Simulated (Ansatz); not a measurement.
These are frozen-core CCSD(T)/def2-TZVPP // BP86-D3(BJ)/def2-SVP (Ansatz, an electronic-structure program) values and carry that method's errors.

Ansatz 0.2 input:
```yaml
crystal:
  periodic: [false, false, false]
  atoms:
    - { symbol: Sc, position_ang: [0.169589, -0.190894, -0.140792] }
    - { symbol: Br, position_ang: [-0.685492, -2.13268, 1.032417] }
    - { symbol: Br, position_ang: [1.860018, -0.459432, -1.85751] }
    - { symbol: Br, position_ang: [-0.682316, 2.01833, 0.379555] }
basis:
  gaussian: { orbitals: def2-TZVPP }
correlation:
  method: ccsd_t
```

Output:

```
Functional definition: HF
1414 factors; integrals over basis functions are off by at most 8.4e-4 eV
mean field evaluation 1: about -230676.5740 eV, gradient 2.4e1 eV
mean field evaluation 2: about -230676.6938 eV, gradient 2.4e1 eV
mean field evaluation 4: about -230678.8529 eV, gradient 1.8e0 eV
mean field evaluation 8: about -230678.8930 eV, gradient 1.4e-1 eV
mean field evaluation 16: about -230677.8050 eV, gradient 2.0e1 eV
mean field -230678.89319523 eV, -8477.2929651549 hartree, gradient 8.2e-6 eV, S^2 0.000000; 0 other end points of the search recorded, 0 dependent functions left out
32 core orbitals not correlated
reference -230678.89319523 eV, -8477.2929651549 hartree; 31, 31 occupied and 145, 145 virtual orbitals, 1414 factors
second order -30.06263075 eV of doubles, -0.00000000 eV of singles
cycle   1  -29.87690186 eV  change    1.9e-1 eV  update   1.5e-1
cycle   2  -30.47162375 eV  change   -5.9e-1 eV  update   6.6e-2
cycle   3  -30.68492386 eV  change   -2.1e-1 eV  update   3.1e-2
cycle   4  -30.65977904 eV  change    2.5e-2 eV  update   1.1e-2
cycle   5  -30.65048906 eV  change    9.3e-3 eV  update   4.4e-3
cycle   6  -30.65293242 eV  change   -2.4e-3 eV  update   1.3e-3
cycle   7  -30.65273350 eV  change    2.0e-4 eV  update   5.2e-4
cycle   8  -30.65256047 eV  change    1.7e-4 eV  update   1.9e-4
cycle   9  -30.65272522 eV  change   -1.6e-4 eV  update   9.4e-5
cycle  10  -30.65272437 eV  change    8.6e-7 eV  update   2.8e-5
perturbative correction -1.15969981 eV, -0.0426181818 hartree
Total energy: -230710.70561940 eV, -8478.4620501801 hartree
```

Cost: very roughly 13 core-minutes.
